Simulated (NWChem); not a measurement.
# ZnBrF; SMILES [F][Zn][Br]

All runs: NWChem. Pople sets run with spherical d functions. Structure relaxed at the PBE0/def2-SVP level.

Q: Predict the results for PBE/6-31G*. Quantities: highest occupied level (eV); orbital gap (eV); dipole (D).

A: 
```
Quantity                     Result
---------------------------  ------
highest occupied level (eV)   -7.29
orbital gap (eV)               4.79
dipole (D)                     0.14
```
